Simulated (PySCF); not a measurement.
## Working out the ionisation energy of K

K [Ar] 4s1 (2S) → K⁺ [Ar] (1S). Computed with PySCF 2.14 in x2c-QZVPPall with one added diffuse shell each of s, p, d, f type (12s8p5d4f, 89 functions), with scalar relativity by spin-free X2C-1e. Frozen: [Ne]. Energies in hartree (1 hartree = 27.21139 eV):

```tsv
part	K (lower)	K⁺ (upper)
UHF	-601.464017	-601.316197
MP2 opposite-spin	-0.146052	-0.140655
MP2 same-spin	-0.053173	-0.048493
```

**Question.** What does Hartree-Fock give?

**Answer.** (-601.316197) − (-601.464017) = 0.147820 hartree = 4.022 eV.

**Question.** What do MP2 and SCS-MP2 (6/5 opposite-spin, 1/3 same-spin) give?

**Answer.** The opposite-spin parts differ by 0.147 eV and the same-spin parts by 0.127 eV. MP2: 4.022 + (0.147) + (0.127) = 4.296 eV. SCS-MP2: 4.022 + 1.2 × (0.147) + (0.127)/3 = 4.241 eV.

Measured between the centres of the two terms (NIST): 4.341 eV, so MP2 (valence and next inner shell) is off by -0.045 eV.

What remains against the reference includes basis incompleteness, the frozen core and correlation beyond second order.
